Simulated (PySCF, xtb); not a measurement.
CH10O2Si3, SMILES [SiH3][Si]([SiH3])(CO)O.

xtb 6.7.1 with GFN2-xTB at its own geometry gives an orbital gap of 3.65 eV and a dipole moment of 2.55 D.

Geometry: PBE0-D3(BJ)/def2-SVP. This is a generated structure with no PubChem entry under its InChIKey; it may be hypothetical. Other conformers were not sampled.

Problem. What does PBE/def2-TZVP in PySCF give? (Estimate from the structure and the level; the computed values follow.)

Solution. gap 4.29 eV (levels -5.95 and -1.65 eV), dipole 1.58 D.
